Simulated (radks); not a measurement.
Problem. Isoelectronic series with 4 electrons, each ion in its NIST ground configuration. Calculated with a radial shooting solver on a logarithmic mesh with Libxc functionals: non-relativistic Kohn-Sham, r2SCAN, spin-polarised, spherical densities, point nucleus; meta-GGA in the generalised Kohn-Sham scheme. Total energies (hartree) and orbital eigenvalues (eV):

ion,configuration,E (hartree),2s,1s
Mg8+,[He] 2s2,-162.02929,-309.8441,-1578.435
Al9+,[He] 2s2,-191.70349,-378.5447,-1884.748
Si10+,[He] 2s2,-223.87772,-454.0503,-2218.279
P11+,[He] 2s2,-258.55196,-536.3604,-2579.025
Cl13+,[He] 2s2,-335.40046,-721.3924,-3382.162
Ar14+,[He] 2s2,-377.57472,-824.1138,-3824.551
K15+,[He] 2s2,-422.24897,-933.6385,-4294.153
Ca16+,[He] 2s2,-469.42322,-1049.967,-4790.968
Sc17+,[He] 2s2,-519.09747,-1173.098,-5314.996

Estimate the row of S12+ ([He] 2s2).

Solution. E (hartree) -295.72621; 2s -625.4745; 1s -2966.986.
